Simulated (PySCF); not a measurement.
Sn(Cl)(NH2) (ClH₂NSn), SMILES [NH2][Sn][Cl] (connectivity only; charge and spin as stated), neutral, multiplicity 1.

Geometry: B3LYP-D3(BJ)/def2-TZVP. The def2 effective core potentials stand for the cores of Sn; spin–orbit coupling is left out. Other conformers were not sampled.

All values below come from TDA-ωB97X/def2-SVPD (PySCF 2.14.0).

Vertical excitations. The molecule is in vacuum. State labels are in the subgroup Cs.

Computed lowest excited states:
```tsv
state	symmetry	energy (eV)	λ (nm)	f	main pairs
S1	A"	4.61	269	0.086	HOMO→LUMO 97 %
S2	A'	5.30	234	0.053	HOMO−1→LUMO 89 %
S3	A"	5.72	217	0.009	HOMO−2→LUMO 97 %
S4	A'	6.14	202	0.071	HOMO−3→LUMO 62 %, HOMO→LUMO+1 27 %
S5	A"	6.16	201	0.020	HOMO−1→LUMO+1 93 %
S6	A'	6.48	191	0.353	HOMO→LUMO+1 57 %, HOMO−3→LUMO 27 %
S7	A"	6.85	181	0.007	HOMO−4→LUMO 94 %
S8	A"	6.99	177	0.024	HOMO−1→LUMO+2 53 %, HOMO−1→LUMO+3 26 %, HOMO−3→LUMO+1 12 %
S9	A'	7.23	172	0.191	HOMO−2→LUMO+1 70 %, HOMO→LUMO+3 13 %
S10	A"	7.41	167	0.047	HOMO−3→LUMO+1 71 %
T1	A"	3.44	360	0	HOMO→LUMO 95 %
T2	A'	4.00	310	0	HOMO−1→LUMO 94 %
T3	A'	5.13	242	0	HOMO→LUMO+1 89 %
T4	A"	5.59	222	0	HOMO−2→LUMO 96 %
```
Triplets are in the Tamm–Dancoff approximation.
